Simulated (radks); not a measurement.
The numbers below are computed, except where a source is named.
Problem. Radial electron density D(r) = 4 pi r^2 rho(r) of an atom or ion with 29 electrons. Level of theory: non-relativistic Kohn-Sham, TPSS, spin-polarised, spherical densities, point nucleus; meta-GGA in the generalised Kohn-Sham scheme (a radial shooting solver on a logarithmic mesh with Libxc functionals).

```
   r/bohr * D(r) (the largest magnitude, 47.4, reaches the edge; | marks zero)
 0.002309 | *
 0.003055 |  *
 0.004009 |   *
 0.005305 |      *
 0.006963 |          *
 0.009213 |                *
  0.01219 |                       *
    0.016 |                               *
  0.02117 |                                       *
  0.02801 |                                             *
  0.03677 |                                             *
  0.04865 |                                         *
  0.06437 |                                     *
  0.08449 |                                        *
   0.1118 |                                                 *
   0.1467 |                                                      *
   0.1942 |                                              *
   0.2569 |                               *
   0.3372 |                           *
   0.4461 |                                 *
   0.5903 |                              *
   0.7748 |                 *
    1.025 |      *
    1.356 |  *
     1.78 | *
    2.356 |*
    3.092 |*
    4.091 *
    5.413 *
    7.106 *
```

What is the nuclear charge?

Solution. Z = 33. The innermost maximum, from 1s, lies near 1/Z = 0.0303 bohr (found: 0.0329), and its height grows with Z. The density is that of the arsenic ion As4+ in [Ar] 3d8 4s1 4f2; the configuration itself is not fixed sharply by these data, and Z only to about a unit. D(r) has 3 maxima, at r = 0.0329, 0.144, 0.487 bohr, and minima at 0.0681, 0.316 bohr, inside which lie 2.08, 11.00 electrons.
